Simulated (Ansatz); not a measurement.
System: C5H9O (charge 0, doublet). It need not be the lowest isomer of its formula. 
Structure (B3LYP-D3(BJ)/def2-TZVP (Ansatz, a quantum-chemistry and plane-wave program) minimum search):
```xyz
15

C     -2.2872     0.2100     0.4328
C     -1.4100    -0.7550    -0.2755
C     -0.0023    -0.1460    -0.4326
O      0.3194     0.4243    -1.4456
C      0.9198    -0.2852     0.7613
C      2.2080     0.5145     0.6457
H     -2.6820     1.0661    -0.0954
H     -2.4188     0.1652     1.5044
H     -1.3355    -1.6936     0.2789
H     -1.7749    -0.9580    -1.2837
H      0.3528    -0.0089     1.6560
H      1.1298    -1.3559     0.8736
H      2.8386     0.3566     1.5216
H      1.9969     1.5808     0.5610
H      2.7684     0.2231    -0.2419
```
Charge 0, spin multiplicity 2.

Dipole moments at this geometry, in debye (magnitudes).

```tsv
level	program	dipole (D)
SVWN5/def2-TZVPD	Ansatz	2.59
PBE/def2-TZVPD	Ansatz	2.55
BLYP/def2-TZVPD	Ansatz	2.57
r2SCAN/def2-TZVPD	Ansatz	?
r2SCAN0/def2-TZVPD	Ansatz	2.79
HSE06/def2-TZVPD	Ansatz	2.71
CAM-B3LYP/def2-TZVPD	Ansatz	2.80
wB97M-V/def2-TZVPD	Ansatz	2.73
CCSD(T)/aug-cc-pVDZ	Ansatz	?
```

Problem. Complete the blanks.

Solution. 
- r2SCAN/def2-TZVPD, dipole (D): 2.67
- CCSD(T)/aug-cc-pVDZ, dipole (D): 2.59
